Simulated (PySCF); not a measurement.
F$_{3}$Si (calculated)

All values are calculated (PySCF 2.14.0). Calculation on a computer-drawn molecule: vertical ionisation energy to the stated ion spin, frozen-core CCSD(T) at the basis limit and cheaper methods, single-reference cases, UHF for radicals, no spin-orbit; all values are single points at the evaluated structure, the first of each entry, which is the reference or a displaced copy of it and isn't optimised; the reference structure only sets the zero of the energies above reference; triples share is (T) over the correlation energy.

Common to all runs: charge 0; multiplicity 2; ion multiplicity 1; diffuse functions no; basis cc-pV(n+d)Z; reference is the Hartree-Fock double-zeta minimum; best is HF at quadruple zeta + MP2 correlation extrapolated from triple and quadruple zeta + CCSD(T) minus MP2 at triple zeta; basis step is the size of the change from the same recipe one zeta lower.

(1) F$_{3}$Si

Evaluated structure:
```xyz
4
F3Si
F     -1.2336    -3.9696    -2.8318
Si    -1.8713    -2.8787    -2.1158
F     -1.1335    -1.5650    -2.4626
F     -1.6848    -3.1536    -0.5430
```

Reference structure:
```xyz
4
F3Si
F     -1.1278    -4.0638    -2.8178
Si    -1.8866    -2.8799    -2.0710
F     -1.1484    -1.5204    -2.4476
F     -1.7110    -3.1065    -0.5048
```

* ionisation energy best: 10.35 eV
* ionisation energy basis step: 0.05817 eV
* energy above reference best: 8.98 kcal/mol
* energy above reference basis step: 1.089 kcal/mol
* total energy HF triple zeta: -587.5389 hartree
* total energy CCSD(T) triple zeta: -588.4014 hartree
* total energy best: -588.5732 hartree
* T1 diagnostic at triple zeta: 0.0127
* D1 diagnostic at triple zeta: 0.04409
* spin squared at triple zeta: 0.7516
* ion T1 diagnostic at triple zeta: 0.01613
* ion D1 diagnostic at triple zeta: 0.05874
* triples share at triple zeta: 0.02763
* basis functions triple zeta: 129
* dipole magnitude HF at triple zeta: 1.341 debye
* dipole magnitude CCSD unrelaxed at triple zeta: 1.102 debye
* dipole magnitude PBE at triple zeta: 0.9176 debye
* dipole magnitude r2SCAN at triple zeta: 1.001 debye
* dipole magnitude B3LYP at triple zeta: 1.078 debye
* dipole magnitude wB97X at triple zeta: 1.047 debye

Drawn bonds:
| atom | other atom | order |
| --- | --- | --- |
| 1 | 2 | 1 |
| 2 | 3 | 1 |
| 2 | 4 | 1 |

Triple zeta:
| method | ionisation energy (eV) | energy above reference (kcal/mol) |
| --- | --- | --- |
| HF | 10.41 | 5.284 |
| PBE | 10.06 | 12.12 |
| r2SCAN | 10.33 | 9.567 |
| B3LYP | 10.34 | 10.17 |
| wB97X | 10.24 | 9.775 |
| MP2 | 10.13 | 9.775 |
| CCSD | 10.28 | 8.689 |
| CCSD(T) | 10.2 | 9.329 |

(2) F$_{3}$Si

Evaluated structure:
```xyz
4
F3Si
F     -1.1257    -4.0882    -2.8388
Si    -1.9135    -2.8528    -2.0745
F     -1.0987    -1.5009    -2.4142
F     -1.6415    -3.0817    -0.4440
```

Reference structure:
```xyz
4
F3Si
F     -1.1278    -4.0638    -2.8178
Si    -1.8866    -2.8799    -2.0710
F     -1.1484    -1.5204    -2.4476
F     -1.7110    -3.1065    -0.5048
```

- dipole magnitude B3LYP at triple zeta: withheld
- energy above reference basis step: withheld
- ion T1 diagnostic at triple zeta: withheld

Drawn bonds:
| atom | other atom | order |
| --- | --- | --- |
| 1 | 2 | 1 |
| 2 | 3 | 1 |
| 2 | 4 | 1 |

(3) F$_{3}$Si

Evaluated structure:
```xyz
4
F3Si
F     -1.1066    -4.1005    -2.8884
Si    -1.8711    -2.9075    -2.0452
F     -1.0368    -1.5075    -2.5459
F     -1.8102    -3.1617    -0.4969
```

Reference structure:
```xyz
4
F3Si
F     -1.1278    -4.0638    -2.8178
Si    -1.8866    -2.8799    -2.0710
F     -1.1484    -1.5204    -2.4476
F     -1.7110    -3.1065    -0.5048
```

* ion D1 diagnostic at triple zeta: withheld
* total energy best: withheld
* energy above reference basis step: withheld

Drawn bonds:
| atom | other atom | order |
| --- | --- | --- |
| 1 | 2 | 1 |
| 2 | 3 | 1 |
| 2 | 4 | 1 |

## Withheld values
1. Estimate the dipole magnitude B3LYP at triple zeta of F$_{3}$Si (entry 2).
2. F$_{3}$Si (entry 2): energy above reference basis step?
3. F$_{3}$Si (entry 2): ion T1 diagnostic at triple zeta?
4. Give the missing ion D1 diagnostic at triple zeta for F$_{3}$Si (entry 3).
5. F$_{3}$Si (entry 3): total energy best?
6. Give the missing energy above reference basis step for F$_{3}$Si (entry 3).
7. Give the table of triple zeta values for F$_{3}$Si (entry 3).

Answers
1. 1.827 debye
2. 0.9836 kcal/mol
3. 0.01992
4. 0.07016
5. -588.5744 hartree
6. 0.8888 kcal/mol
7. 
Triple zeta:
| method | ionisation energy (eV) | energy above reference (kcal/mol) |
| --- | --- | --- |
| HF | 11.01 | 11.57 |
| PBE | 10.51 | 5.192 |
| r2SCAN | 10.8 | 7.473 |
| B3LYP | 10.83 | 6.896 |
| wB97X | 10.78 | 7.363 |
| MP2 | 10.6 | 7.674 |
| CCSD | 10.78 | 8.581 |
| CCSD(T) | 10.67 | 7.975 |

Further results for F$_{3}$Si (entry 2):

- ionisation energy best: 11.31 eV
- ionisation energy basis step: 0.08564 eV
- energy above reference best: 6.038 kcal/mol
- total energy HF triple zeta: -587.5324 hartree
- total energy CCSD(T) triple zeta: -588.4070 hartree
- total energy best: -588.5779 hartree
- T1 diagnostic at triple zeta: 0.01461
- D1 diagnostic at triple zeta: 0.05417
- spin squared at triple zeta: 0.7526
- ion D1 diagnostic at triple zeta: 0.07526
- triples share at triple zeta: 0.02953
- basis functions triple zeta: 129
- dipole magnitude HF at triple zeta: 2.271 debye
- dipole magnitude CCSD unrelaxed at triple zeta: 1.885 debye
- dipole magnitude PBE at triple zeta: 1.581 debye
- dipole magnitude r2SCAN at triple zeta: 1.721 debye
- dipole magnitude wB97X at triple zeta: 1.803 debye

Triple zeta:
| method | ionisation energy (eV) | energy above reference (kcal/mol) |
| --- | --- | --- |
| HF | 11.56 | 9.312 |
| PBE | 10.92 | 2.975 |
| r2SCAN | 11.24 | 5.213 |
| B3LYP | 11.28 | 4.698 |
| wB97X | 11.24 | 5.154 |
| MP2 | 11.07 | 5.565 |
| CCSD | 11.26 | 6.463 |
| CCSD(T) | 11.14 | 5.855 |

Further results for F$_{3}$Si (entry 3):

- ionisation energy best: 10.84 eV
- ionisation energy basis step: 0.08442 eV
- energy above reference best: 8.214 kcal/mol
- total energy HF triple zeta: -587.5288 hartree
- total energy CCSD(T) triple zeta: -588.4036 hartree
- T1 diagnostic at triple zeta: 0.01451
- D1 diagnostic at triple zeta: 0.05126
- spin squared at triple zeta: 0.7527
- ion T1 diagnostic at triple zeta: 0.01902
- triples share at triple zeta: 0.02952
- basis functions triple zeta: 129
- dipole magnitude HF at triple zeta: 1.743 debye
- dipole magnitude CCSD unrelaxed at triple zeta: 1.453 debye
- dipole magnitude PBE at triple zeta: 1.242 debye
- dipole magnitude r2SCAN at triple zeta: 1.339 debye
- dipole magnitude B3LYP at triple zeta: 1.424 debye
- dipole magnitude wB97X at triple zeta: 1.405 debye
